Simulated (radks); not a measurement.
All-electron atom: Tl3+ in [Xe] 4f14 5d10 (the NIST ground configuration). Calculated with a radial shooting solver on a logarithmic mesh with Libxc functionals: scalar-relativistic Kohn-Sham, r2SCAN, spin-polarised, spherical densities, finite nucleus; meta-GGA in the generalised Kohn-Sham scheme; Fermi nuclear charge, rms radius 5.4759 fm.

Local quantities along the radius. ELF = 1/(1 + alpha^2) is the electron localisation function; alpha = (tau - tau_W)/tau_unif compares the Pauli kinetic energy density with that of the uniform gas (summed over spins). tau is taken from the large components.

r (bohr),ELF,alpha
0.001444,0.999,0.02551
0.001911,0.999,0.02913
0.002528,0.999,0.03478
0.003345,0.998,0.04393
0.004462,0.996,0.06013
0.005904,0.992,0.08919
0.007812,0.979,0.1472
0.01034,0.930,0.2733
0.01379,0.756,0.5679
0.01824,0.456,1.091
0.02413,0.334,1.413
0.03193,0.488,1.023
0.04259,0.711,0.6378
0.05635,0.710,0.6397
0.07456,0.451,1.103
0.09865,0.376,1.288
0.1316,0.657,0.7229
0.1741,0.663,0.7122
0.2304,0.302,1.519
0.3048,0.501,0.9973
0.4033,0.719,0.6245
0.5379,0.503,0.9950
0.7117,0.317,1.468
0.9416,0.625,0.7744
1.246,0.662,0.7140
1.662,0.429,1.154
2.199,0.149,2.386
2.909,0.021,6.801
3.849,0.001,32.75

On this mesh the ELF has minima near r = 0.024, 0.086, 0.23, 0.71 bohr, which separate the shells, and maxima near 0.049 (0.74), 0.15 (0.72), 0.40 (0.72), 1.1 (0.69).

Self-consistent cycle (total energy in hartree, residual of the potential): 1: -20207.14462, 2e+01; 2: -20233.64733, 9e+00; 3: -20240.64138, 1e+00; 4: -20240.83257, 1e+00; 5: -20240.99043, 4e-02; 6: -20241.00398, 2e-02; 7: -20241.00413, 1e-02; 8: -20241.00418, 8e-04; 9: -20241.00419, 2e-05; 10: -20241.00419, 2e-06.
